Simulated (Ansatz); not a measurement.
**How methods differ on GaHCl (SMILES [Cl][GaH])**

GaHCl has 3 atoms, charge 0, and is taken as a doublet. SMILES: `[Cl][GaH]`. Geometry: relaxed at PBE0-D4/def2-TZVP.

```xyz
3

Cl    1.5307   -0.1913    0.8057
Ga   -0.3311   -0.5835   -0.2328
H    -1.2105    0.7100   -0.5863
```

Each level gives the vertical energy of the quartet above the doublet (eV). The values are calculated.

```csv
level,kind,program,value (eV),CPU time (all runs)
UHF/STO-3G,Hartree–Fock,Ansatz,0.17,2.5 s
UPBE/STO-3G,GGA,Ansatz,1.60,23 s
UBHLYP/STO-3G,global hybrid,Ansatz,0.99,28 s
UCAM-B3LYP/STO-3G,range-separated hybrid,Ansatz,1.46,76 s
UHSE06/STO-3G,range-separated hybrid,Ansatz,1.32,75 s
UB2PLYP/STO-3G,double hybrid,Ansatz,0.93,46 s
UMP2/STO-3G,perturbation theory,Ansatz,0.31,4.8 s
UCCSD/STO-3G,coupled cluster or CI,Ansatz,0.48,6.2 s
```

All-electron rows without a relativistic Hamiltonian named are non-relativistic. The values span 0.17 to 1.60 eV. Spin contamination of the reference (⟨S²⟩ at least 0.1 too high) touches UHF/STO-3G, UMP2/STO-3G, UCCSD/STO-3G. All rows use very small basis sets, so none should be taken for the real molecule's value. In the correlated wave-function rows the outer d shell of Ga is correlated, in sets not made for it. CPU times are rough (shared hosts, several kinds of processor and program).
